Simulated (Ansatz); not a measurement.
`OCOB[SeH]`, charge 0, multiplicity 1.

(1) Give a relaxed structure at PBE0-D4/def2-TZVP (Ansatz 0.2.0). (Estimate.)

## Answers

(1) The calculation gave: 
Cartesian coordinates in Å:
```
O -1.267 1.540 0.978
C -0.734 0.542 0.195
O 0.596 0.277 0.600
B 1.438 -0.563 -0.024
Se 1.090 -1.626 -1.623
H -1.312 1.231 1.888
H -1.305 -0.394 0.264
H -0.743 0.911 -0.834
H 2.533 -0.701 0.430
H -0.297 -1.216 -1.874
```
This is one stationary point; other conformers may exist.
